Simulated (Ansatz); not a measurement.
Total energies of In₆N₆H₁₈, a cluster cut from wurtzite InN (hydrogen-capped) from Ansatz at PBE0-D4/def2-TZVP, gas phase (1 Eh = 27.2114 eV = 2625.5 kJ/mol). The reference geometry is relaxed at PBE-D4/def2-SVP.

Cartesian coordinates in Å:
```
N 0.3602 1.2757 -2.2651
In -1.6436 1.3615 -1.2772
In -0.6721 -2.1047 -1.8224
N -2.0061 -0.6718 -0.7483
N -1.0762 2.2971 0.6724
In -2.2733 -0.9670 1.4490
In 2.0914 0.2147 -1.3296
N 1.2634 -1.6757 -0.7945
N 2.1972 1.2911 0.6271
In 0.4517 1.3780 2.0212
In 1.3742 -2.0880 1.3974
N -0.1720 -0.6574 2.1385
H 0.1814 0.7333 -3.1287
H 0.6429 2.2118 -2.5925
H -2.7161 2.4051 -2.1643
H -0.4737 -1.3844 -3.4350
H -1.1690 -3.7388 -1.4865
H -2.9425 -0.8945 -1.1293
H -0.8926 3.3046 0.5507
H -1.9490 2.2495 1.2273
H -3.1240 0.4996 1.9817
H -2.7646 -2.6058 1.7692
H 3.5416 0.4836 -2.2518
H 1.9032 -2.3826 -1.1975
H 2.6086 2.2285 0.5028
H 2.9062 0.7565 1.1597
H 0.7941 2.4322 3.3619
H 0.8680 -3.7224 1.7171
H 2.9149 -1.3564 1.8974
H -0.2241 -0.8734 3.1495
```

```csv
state,geometry,energy (Eh)
charge 0 singlet,reference,-1480.12053
charge 1 doublet,reference,-1479.81098
charge -1 doublet,reference,-1480.12322
free N atom (quartet),–,-54.54382
free In atom (doublet),–,-190.11398
free H atom (doublet),–,-0.50104
```

In the def2 sets In takes a core potential; there is no spin–orbit coupling. Single mean-field runs in def2-TZVP are fitted with def2-universal-jkfit.

(1) Work out the vertical ionisation energy to the doublet.

(2) Work out the vertical electron affinity, to the doublet.

(3) Give the fundamental gap IE − EA, the Mulliken electronegativity (IE + EA)/2 and the hardness (IE − EA)/2.

(4) What is the binding energy per atom against free atoms?

(1) E(charge 1 doublet) − E(charge 0 singlet) = -1479.81098 − (-1480.12053) = 0.30955 Eh = 8.42 eV. For comparison, −ε of the highest occupied level is 7.08 eV at this level, 1.34 eV less.

(2) E(charge 0 singlet) − E(charge -1 doublet) = -1480.12053 − (-1480.12322) = 0.00269 Eh = 0.07 eV; so near zero that its sign isn't settled. The basis lacks diffuse functions, which makes affinities too small.

(3) From the values in Eh: IE − EA = 0.30955 − 0.00269 = 0.30686 Eh = 8.35 eV; (IE + EA)/2 = 4.25 eV; (IE − EA)/2 = 4.18 eV. The HOMO–LUMO gap of the same run is 6.01 eV, 2.34 eV smaller than the fundamental gap.

(4) Atoms: 6 × (-54.54382) + 6 × (-190.11398) + 18 × (-0.50104) = -1476.96552 Eh. Binding: -1476.96552 − (-1480.12053) = 3.15501 Eh = 85.85 eV, or 2.86 eV for each of 30 atoms (no zero-point energy, no counterpoise term).

At PBE0-D4/def2-TZVP the highest occupied level of the charge -1 doublet lies above zero (up to 1.05 eV). Energy differences put its binding near zero (0.07 eV; vertical, to the charge 0 singlet, at PBE0-D4/def2-TZVP), which leaves it undecided.
